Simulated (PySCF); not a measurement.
I4Sn, charge +1, doublet, geometry from GFN2-xTB of the parent state (such geometries of metal compounds can be far from the true shape) (a state made from the parent by changing its charge; the spin is typed, not shown lowest) (core potentials on I, Sn); DF-HF/def2-SV(P) run with PySCF.

PySCF was given this input:
```python
from pyscf import gto, scf

mol = gto.M(
    atom='''
I    -1.73164608   -0.67562204   -2.19168261
Sn    0.00000000   -0.00000000    0.00000000
I     0.61281737    2.80611990   -0.09317679
I     2.43175902   -1.51862331   -0.19714775
I    -1.31293032   -0.61187455    2.48200714
''',
    basis='def2-sv(p)',
    ecp={'I': 'def2-sv(p)', 'Sn': 'def2-sv(p)'},
    charge=1,
    spin=1,
    verbose=4,
)

mf = scf.UHF(mol)
mf = mf.density_fit(auxbasis='def2-universal-jkfit')
mf.kernel()
mf.analyze()
```

### Question
What does PySCF print? Leave out banner, timings and long lists.

### Answer

```
PySCF version 2.14.0

[INPUT] verbose = 4
[INPUT] num. atoms = 5
[INPUT] num. electrons = 121
[INPUT] charge = 1
[INPUT] spin (= nelec alpha-beta = 2S) = 1
[INPUT] symmetry False subgroup None
[INPUT] Mole.unit = angstrom
[INPUT] Symbol           X                Y                Z      unit          X                Y                Z       unit  Magmom
[...]
nuclear repulsion = 827.969264758164
number of shells = 50
number of NR pGTOs = 305
number of NR cGTOs = 130
basis = def2-sv(p)
ecp = {'I': 'def2-sv(p)', 'Sn': 'def2-sv(p)'}

******** <class 'pyscf.df.df_jk.DFUHF'> ********
method = DFUHF
initial guess = minao
damping factor = 0
level_shift factor = 0
DIIS = <class 'pyscf.scf.diis.CDIIS'>
diis_start_cycle = 1
diis_space = 8
diis_damp = 0
SCF conv_tol = 1e-09
SCF conv_tol_grad = None
SCF max_cycles = 50
direct_scf = False
number electrons alpha = 61  beta = 60
Set gradient conv threshold to 3.16228e-05
******** <class 'pyscf.df.df.DF'> ********
auxbasis = def2-universal-jkfit
init E= -1245.25673193872

cycle= 1 E= -1396.87660905239  delta_E= -152  |g|= 2.82  |ddm|= 11.5
cycle= 2 E= -1399.52709874923  delta_E= -2.65  |g|= 0.877  |ddm|= 6.23
cycle= 3 E= -1399.74675951962  delta_E= -0.22  |g|= 0.116  |ddm|= 0.994
cycle= 4 E= -1399.75552275018  delta_E= -0.00876  |g|= 0.0693  |ddm|= 0.277
cycle= 5 E= -1399.75934645636  delta_E= -0.00382  |g|= 0.0142  |ddm|=  0.1
cycle= 6 E= -1399.76085338543  delta_E= -0.00151  |g|= 0.0156  |ddm|= 0.0806
cycle= 7 E= -1399.76085707364  delta_E= -3.69e-06  |g|= 0.0156  |ddm|= 0.000178
cycle= 8 E= -1399.75836376645  delta_E= 0.00249  |g|= 0.00529  |ddm|= 0.215
cycle= 9 E= -1399.75850775758  delta_E= -0.000144  |g|= 0.00616  |ddm|= 0.0248
cycle= 10 E= -1399.75861196157  delta_E= -0.000104  |g|= 0.00669  |ddm|= 0.014
cycle= 11 E= -1399.75838585098  delta_E= 0.000226  |g|= 0.00419  |ddm|= 0.0358
cycle= 12 E= -1399.75832505142  delta_E= 6.08e-05  |g|= 0.00232  |ddm|= 0.0337
cycle= 13 E= -1399.75835611998  delta_E= -3.11e-05  |g|= 0.00175  |ddm|= 0.0196
cycle= 14 E= -1399.75838496895  delta_E= -2.88e-05  |g|= 0.00157  |ddm|= 0.0148
cycle= 15 E= -1399.75842230028  delta_E= -3.73e-05  |g|= 0.00124  |ddm|= 0.0212
cycle= 16 E= -1399.7584690157  delta_E= -4.67e-05  |g|= 0.000802  |ddm|= 0.0362
cycle= 17 E= -1399.75848937868  delta_E= -2.04e-05  |g|= 0.000556  |ddm|= 0.0264
cycle= 18 E= -1399.7584957842  delta_E= -6.41e-06  |g|= 0.000375  |ddm|= 0.0132
cycle= 19 E= -1399.75849884328  delta_E= -3.06e-06  |g|= 0.000295  |ddm|= 0.0088
cycle= 20 E= -1399.75850025415  delta_E= -1.41e-06  |g|= 0.000235  |ddm|= 0.00481
cycle= 21 E= -1399.75850119405  delta_E= -9.4e-07  |g|= 0.000213  |ddm|= 0.00324
cycle= 22 E= -1399.75850208221  delta_E= -8.88e-07  |g|= 0.000192  |ddm|= 0.00338
cycle= 23 E= -1399.75850309031  delta_E= -1.01e-06  |g|= 0.000166  |ddm|= 0.00435
cycle= 24 E= -1399.75850398424  delta_E= -8.94e-07  |g|= 0.000154  |ddm|= 0.00441
cycle= 25 E= -1399.75850450472  delta_E= -5.2e-07  |g|= 0.000151  |ddm|= 0.0028
cycle= 26 E= -1399.75850472257  delta_E= -2.18e-07  |g|= 0.000156  |ddm|= 0.00128
cycle= 27 E= -1399.75850468389  delta_E= 3.87e-08  |g|= 0.000158  |ddm|= 0.0013
cycle= 28 E= -1399.75850462272  delta_E= 6.12e-08  |g|= 0.000158  |ddm|= 0.000834
cycle= 29 E= -1399.75850462251  delta_E= 2.09e-10  |g|= 0.000157  |ddm|= 3.23e-05
cycle= 30 E= -1399.75850470755  delta_E= -8.5e-08  |g|= 0.000153  |ddm|= 0.000747
cycle= 31 E= -1399.75850469749  delta_E= 1.01e-08  |g|= 0.000146  |ddm|= 0.000253
cycle= 32 E= -1399.75850486853  delta_E= -1.71e-07  |g|= 0.000137  |ddm|= 0.00137
cycle= 33 E= -1399.75850519405  delta_E= -3.26e-07  |g|= 0.000134  |ddm|= 0.00206
cycle= 34 E= -1399.75850566661  delta_E= -4.73e-07  |g|= 0.00013  |ddm|= 0.00311
cycle= 35 E= -1399.75850605746  delta_E= -3.91e-07  |g|= 0.000131  |ddm|= 0.00271
cycle= 36 E= -1399.75850616392  delta_E= -1.06e-07  |g|= 0.000131  |ddm|= 0.000803
cycle= 37 E= -1399.75850604753  delta_E= 1.16e-07  |g|= 0.000132  |ddm|= 0.000856
[...]
SCF not converged.
Total Energy =                       -1399.758508077209171
[...]
spin_pop of  0 I 5dz^2     0.00085
spin_pop of  0 I 5dxz      0.00133
spin_pop of  0 I 5dx2-y2   -0.00059
spin_pop of  1 Sn 4s        0.00000
spin_pop of  1 Sn 5s       -0.00606
spin_pop of  1 Sn 6s        0.00082
spin_pop of  1 Sn 7s        0.00049
spin_pop of  1 Sn 4px       0.00002
spin_pop of  1 Sn 4py      -0.00009
spin_pop of  1 Sn 4pz      -0.00031
spin_pop of  1 Sn 5px      -0.00161
spin_pop of  1 Sn 5py      -0.00002
spin_pop of  1 Sn 5pz      -0.00003
spin_pop of  1 Sn 6px      -0.00280
spin_pop of  1 Sn 6py      -0.01043
spin_pop of  1 Sn 6pz      -0.02476
spin_pop of  1 Sn 7px      -0.03319
spin_pop of  1 Sn 7py      -0.00079
spin_pop of  1 Sn 7pz      -0.00199
spin_pop of  1 Sn 4dxy     -0.00204
spin_pop of  1 Sn 4dyz     -0.00198
spin_pop of  1 Sn 4dz^2    -0.00042
spin_pop of  1 Sn 4dxz      0.00004
spin_pop of  1 Sn 4dx2-y2   -0.00003
spin_pop of  1 Sn 5dxy     -0.00591
spin_pop of  1 Sn 5dyz     -0.00439
spin_pop of  1 Sn 5dz^2    -0.00157
spin_pop of  1 Sn 5dxz     -0.00053
spin_pop of  1 Sn 5dx2-y2   -0.00456
spin_pop of  2 I 4s       -0.00002
spin_pop of  2 I 5s        0.00110
spin_pop of  2 I 6s       -0.00027
spin_pop of  2 I 7s       -0.00063
spin_pop of  2 I 4px       0.00039
spin_pop of  2 I 4py       0.00020
spin_pop of  2 I 4pz       0.00057
spin_pop of  2 I 5px       0.02858
spin_pop of  2 I 5py       0.00002
spin_pop of  2 I 5pz       0.00006
spin_pop of  2 I 6px       0.02862
spin_pop of  2 I 6py       0.00318
spin_pop of  2 I 6pz       0.02432
spin_pop of  2 I 7px       0.30219
spin_pop of  2 I 7py       0.00003
spin_pop of  2 I 7pz      -0.00007
spin_pop of  2 I 4dxy     -0.00211
spin_pop of  2 I 4dyz     -0.00233
spin_pop of  2 I 4dz^2    -0.00180
spin_pop of  2 I 4dxz     -0.00054
spin_pop of  2 I 4dx2-y2    0.00004
spin_pop of  2 I 5dxy      0.00116
spin_pop of  2 I 5dyz      0.00217
spin_pop of  2 I 5dz^2     0.00170
spin_pop of  2 I 5dxz      0.00012
spin_pop of  2 I 5dx2-y2   -0.00010
spin_pop of  3 I 4s        0.00000
spin_pop of  3 I 5s        0.00038
spin_pop of  3 I 6s        0.00015
spin_pop of  3 I 7s        0.00004
spin_pop of  3 I 4px      -0.00002
spin_pop of  3 I 4py      -0.00059
spin_pop of  3 I 4pz      -0.00025
spin_pop of  3 I 5px      -0.00036
spin_pop of  3 I 5py      -0.00006
spin_pop of  3 I 5pz      -0.00003
spin_pop of  3 I 6px      -0.00040
spin_pop of  3 I 6py      -0.03589
spin_pop of  3 I 6pz      -0.01522
spin_pop of  3 I 7px      -0.00135
spin_pop of  3 I 7py      -0.00018
spin_pop of  3 I 7pz      -0.00012
spin_pop of  3 I 4dxy      0.00009
spin_pop of  3 I 4dyz      0.00020
spin_pop of  3 I 4dz^2     0.00017
spin_pop of  3 I 4dxz      0.00027
spin_pop of  3 I 4dx2-y2   -0.00002
spin_pop of  3 I 5dxy     -0.00011
spin_pop of  3 I 5dyz     -0.00004
spin_pop of  3 I 5dz^2    -0.00018
spin_pop of  3 I 5dxz     -0.00020
spin_pop of  3 I 5dx2-y2    0.00045
spin_pop of  4 I 4s       -0.00002
spin_pop of  4 I 5s        0.00105
spin_pop of  4 I 6s       -0.00028
spin_pop of  4 I 7s       -0.00062
spin_pop of  4 I 4px       0.00007
spin_pop of  4 I 4py       0.00190
spin_pop of  4 I 4pz       0.00371
spin_pop of  4 I 5px       0.00717
spin_pop of  4 I 5py       0.00020
spin_pop of  4 I 5pz       0.00040
spin_pop of  4 I 6px       0.00789
spin_pop of  4 I 6py       0.09668
spin_pop of  4 I 6pz       0.19372
spin_pop of  4 I 7px       0.07501
spin_pop of  4 I 7py      -0.00018
spin_pop of  4 I 7pz      -0.00065
spin_pop of  4 I 4dxy     -0.00155
spin_pop of  4 I 4dyz     -0.00138
spin_pop of  4 I 4dz^2    -0.00115
spin_pop of  4 I 4dxz     -0.00151
spin_pop of  4 I 4dx2-y2    0.00015
spin_pop of  4 I 5dxy      0.00124
spin_pop of  4 I 5dyz      0.00076
spin_pop of  4 I 5dz^2     0.00079
spin_pop of  4 I 5dxz      0.00149
spin_pop of  4 I 5dx2-y2   -0.00049
In total            61.00000 | 60.00000

WARN: System has nonzero charge 1; the dipole moment is origin-dependent.
Location of origin: [0. 0. 0.]

Dipole moment(X, Y, Z, Debye): -1.55716,  0.98060,  0.12708
```

Convergence was not reached.
